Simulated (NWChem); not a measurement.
# SiNH4, doublet; SMILES [NH][SiH3]

```xyz
6

N      0.0846    -1.2415     0.2253
Si    -0.0159     0.5119     0.0416
H      0.6671    -1.6543    -0.5163
H     -0.8542     1.0841     1.1300
H     -0.6249     0.8565    -1.2850
H      1.3540     1.1196     0.1008
```
Atoms are numbered in this order, from 1.

Computed with NWChem. Pople sets run with spherical d functions. Spin-unrestricted. The geometry was optimised at PBE0/def2-SVP, spin-unrestricted. No stability test was run on the SCF state. Vzz is the largest principal value of the second derivative of the potential at the nucleus (NWChem prints the opposite sign); η is the asymmetry. Non-relativistic.

For level PBE/def2-SVP:

- Vzz N1 (a.u.): -0.843

Question: Estimate the same quantities for level PBE/6-31G*.

Answer: 
* **Vzz N1 (a.u.)**: -0.809
